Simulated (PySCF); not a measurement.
## Energy of Sb²⁺ (antimony, charge +2) between two integer charges

The 5p alpha orbital of [Kr] 4d10 5s2 5p1 is emptied in steps (occupation f), with all orbitals relaxed, ending at [Kr] 4d10 5s2. All numbers are calculated (PySCF 2.14, the spin-free X2C one-electron Hamiltonian (Gaussian nucleus), in x2c-TZVPall). The exact energy is a straight line in f; departures are measured from the line between the end points of the same method.

| f | UHF (eV) | LDA (eV) | PBE (eV) | PBE0 (eV) | r2SCAN (eV) | LC-wPBE (eV) | BHandHLYP (eV) | wB97X (eV) | r2SCAN0 (eV) | HSE06 (eV) |
| --- | --- | --- | --- | --- | --- | --- | --- | --- | --- | --- |
| 1 | 0.000 | 0.000 | 0.000 | 0.000 | 0.000 | 0.000 | 0.000 | 0.000 | 0.000 | 0.000 |
| 0.8 | 0.046 | -0.697 | -0.674 | -0.493 | -0.635 | -0.072 | -0.336 | -0.137 | -0.469 | -0.565 |
| 0.6 | 0.068 | -1.046 | -1.010 | -0.737 | -0.943 | -0.103 | -0.503 | -0.209 | -0.695 | -0.847 |
| 0.4 | 0.067 | -1.047 | -1.007 | -0.733 | -0.930 | -0.098 | -0.503 | -0.213 | -0.684 | -0.845 |
| 0.2 | 0.044 | -0.697 | -0.669 | -0.485 | -0.606 | -0.061 | -0.335 | -0.145 | -0.444 | -0.560 |
| 0 | 0.000 | 0.000 | 0.000 | 0.000 | 0.000 | 0.000 | 0.000 | 0.000 | 0.000 | 0.000 |

Problem. For BHandHLYP, how does the orbital energy at f = 1 compare with the removal energy?

Solution. −ε = 22.586 eV against a total-energy difference of 24.685 eV. By Janak's theorem ε = ∂E/∂f, so the gap between them reflects the curvature. Along the path −ε is 23.427 (f = 0.8), 24.267 (f = 0.6), 25.106 (f = 0.4), 25.942 (f = 0.2) eV.

```json
{"method": "UHF", "E(f=0) − E(f=1) (eV)": "24.098", "−ε at f=1 (eV)": "24.386", "−ε at f=0.4 (eV)": "24.039"}
{"method": "LDA", "E(f=0) − E(f=1) (eV)": "24.917", "−ε at f=1 (eV)": "20.572", "−ε at f=0.4 (eV)": "25.792"}
{"method": "PBE", "E(f=0) − E(f=1) (eV)": "24.689", "−ε at f=1 (eV)": "20.475", "−ε at f=0.4 (eV)": "25.543"}
{"method": "PBE0", "E(f=0) − E(f=1) (eV)": "24.719", "−ε at f=1 (eV)": "21.628", "−ε at f=0.4 (eV)": "25.352"}
{"method": "r2SCAN", "E(f=0) − E(f=1) (eV)": "24.814", "−ε at f=1 (eV)": "20.823", "−ε at f=0.4 (eV)": "25.670"}
{"method": "LC-wPBE", "E(f=0) − E(f=1) (eV)": "24.859", "−ε at f=1 (eV)": "24.397", "−ε at f=0.4 (eV)": "24.969"}
{"method": "BHandHLYP", "E(f=0) − E(f=1) (eV)": "24.685", "−ε at f=1 (eV)": "22.586", "−ε at f=0.4 (eV)": "25.106"}
{"method": "wB97X", "E(f=0) − E(f=1) (eV)": "24.588", "−ε at f=1 (eV)": "23.747", "−ε at f=0.4 (eV)": "24.743"}
{"method": "r2SCAN0", "E(f=0) − E(f=1) (eV)": "24.837", "−ε at f=1 (eV)": "21.882", "−ε at f=0.4 (eV)": "25.476"}
{"method": "HSE06", "E(f=0) − E(f=1) (eV)": "24.734", "−ε at f=1 (eV)": "21.200", "−ε at f=0.4 (eV)": "25.452"}
```

Reference removal energy between the ground levels: 25.323 eV (measured; NIST Atomic Spectra Database, ionization energies). The calculation has no spin-orbit coupling. UHF lacks correlation.
